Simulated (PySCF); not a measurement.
Compound: C3H10BP.
Atom-mapped SMILES: `[CH3:1][CH:2]([CH3:3])[BH:4][PH2:5]` (hydrogens: H6, H7, H8 on C1; H9 on C2; H10, H11, H12 on C3; H13 on B4; H14, H15 on P5)

Cartesian coordinates in Å at the PBE0-D3(BJ)/def2-SVP level; atoms count from 1:
```
atom  x, y, z in Å
C1    -1.6074   -0.3810   -0.7008
C2    -0.3457   -0.3652    0.1613
C3    -0.4651    0.6632    1.2991
B4     0.9433    0.0419   -0.6422
P5     2.5596   -0.9119   -0.5463
H6    -2.4971   -0.6400   -0.1022
H7    -1.7872    0.6066   -1.1557
H8    -1.5358   -1.1134   -1.5198
H9    -0.2167   -1.3599    0.6246
H10   -1.3496    0.4479    1.9217
H11    0.4159    0.6576    1.9600
H12   -0.5819    1.6860    0.9047
H13    0.8924    0.9606   -1.4329
H14    3.5442    0.1109   -0.5565
H15    2.6295   -1.2905    0.8221
```

The closed-shell ground state was solved at several levels (PySCF, density fitting, gas phase, non-relativistic).

```csv
level,basis functions,total energy (Eh),HOMO (eV),LUMO (eV),gap (eV),dipole (D)
KT3/pcSseg-1,142,-491.4910,-6.24,-2.15,4.09,1.02
B3LYP/pcSseg-1,142,-486.5289,-7.07,-1.48,5.59,1.04
B97-D/pcSseg-1,142,-486.3867,-6.15,-2.03,4.12,1.06
LDA/pcSseg-1,142,-483.7965,-6.33,-2.45,3.88,1.12
PBE/pcSseg-1,142,-486.1154,-6.21,-2.23,3.98,1.08
OPBE/pcSseg-1,142,-486.3994,-6.18,-2.08,4.10,1.17
B3LYP/cc-pVTZ,294,-486.6247,-7.05,-1.48,5.57,0.92
BP86/pcSseg-1,142,-486.5278,-6.31,-2.30,4.01,1.09
```

Task: What might BLYP/pcSseg-1 (142 basis functions) give for the same quantities?

Result: Total energy -486.3958 Eh, HOMO -6.04 eV, LUMO -2.04 eV, gap 4.00 eV, dipole 0.99 D.

Task: Over all these levels, which gives the widest orbital gap and which the narrowest?

Result: B3LYP/pcSseg-1 (global hybrid, 20 % exact exchange) has the widest, 5.59 eV, and LDA/pcSseg-1 (LDA) the narrowest, 3.88 eV. The two share the basis. From the narrowest to the widest the HOMO moves by -0.74 eV and the LUMO by +0.97 eV.

Task: How far do the dipole and the HOMO energy spread over the levels?

Result: The dipole runs from 0.92 to 1.17 D (mean 1.05 D) and the HOMO from -7.07 to -6.04 eV.

One conformer stands for the species.

Note: B97-D ran without an empirical dispersion term, which enters the total energy and its gradient alone.
